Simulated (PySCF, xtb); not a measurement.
C2H7Ga, SMILES C[CH2][GaH2].

GFN2-xTB (xtb) at its own geometry gives an orbital gap of 4.83 eV and a dipole moment of 1.82 D.

Coordinates come from a B3LYP-D3(BJ)/def2-SVP optimisation. The structure was generated by enumeration; whether it is a known compound was not checked.

Question: What does ωB97X/def2-TZVPD run with PySCF give? (Estimate from the structure and the level; the computed values follow.)

Answer: gap 10.30 eV (levels -9.84 and 0.47 eV), dipole 0.72 D.
